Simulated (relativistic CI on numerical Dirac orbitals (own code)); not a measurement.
Method of calculation: Dirac-Coulomb-Breit CI, orbitals from a KLI potential per configuration, model QED (radiative potential, 1s self-energy scaled to tabulated hydrogen-like ionisation energies), valence Slater integrals scaled by 0.85, P86 correlation energy added to each configuration (own radial code, finite nucleus).

CI space (outside the closed core [Xe] 4f14 5d10): 6s2 6p2, 6s2 6p 7s, 6s 6p3, 6s2 6p 6d, 6s2 6p 7p, 6s2 6p 5f, 6s2 6p 7d, 6s2 6d2, 6p4, 6s2 6p 8s, 6s2 6p 8p, 6s 6p2 6d, 6s2 5f2, 6s2 6p 9s, 6s2 6p 6f, 6s2 6p 8d, 6s2 6p 5g, 6s2 6p 9p, 6s2 6p 7f. Levels of other configurations are missing.

Correlation outside the listed configurations is missing or only estimated: errors of thousands of cm⁻¹ between configurations and terms are usual at this charge. Rates and lifetimes follow the computed energies and can be off by large factors. The fine structure of a lone outer electron comes out too small, for d and f at times inverted, and misplaced configurations move strength between like terms. 9 of the 25 excited levels that our extract of the measured tables holds in this range could be paired (the sources list more); they are missed by 2251 cm⁻¹ on average and 4360 at most, and levels without a partner can miss by more.

Outline of the computed level scheme of Bi II. Lowest level of each configuration: 6s2 6p2 3P_0 at 0.0000 eV; 6s2 6p 7s 3P°_0 at 9.0173 eV; 6s 6p3 5S°_2 at 9.1588 eV; 6s2 6p 6d 3F°_2 at 10.2033 eV; 6s2 6p 7p 3D_1 at 10.8168 eV; 6s2 6p 8s 3P°_1 at 12.9763 eV; 6s2 6p 5f 3D_3 at 13.3897 eV; 6s2 6p 7d 3F°_2 at 13.4281 eV; 6s2 6p 8p 3D_1 at 13.7030 eV.

Some strong electric-dipole decays among the lowest 45 levels: 6s2 6p 7d 3P°_2 → 6s2 6p2 3P_1 (3.5e+09 s⁻¹); 6s2 6p 7d 3D°_1 → 6s2 6p2 3P_0 (3.3e+09 s⁻¹); 6s 6p3 3D°_1 → 6s2 6p2 3P_0 (3.1e+09 s⁻¹); 6s2 6p 7s 3P°_0 → 6s2 6p2 3P_1 (1.0e+09 s⁻¹); 6s2 6p 6d 3F°_3 → 6s2 6p2 3P_2 (8.4e+08 s⁻¹); 6s2 6p 7s 1P°_1 → 6s2 6p2 1D_2 (8.4e+08 s⁻¹); 6s2 6p 6d 1D°_2 → 6s2 6p2 3P_1 (8.1e+08 s⁻¹); 6s2 6p 6d 1P°_1 → 6s2 6p2 3P_2 (7.8e+08 s⁻¹).

Rates of lines that live on the mixing of spin multiplicities can be off by large factors.

LS names give the leading component of a level, which can be under half, so a name can repeat, a term be missing and a line seem to break the LS rules.
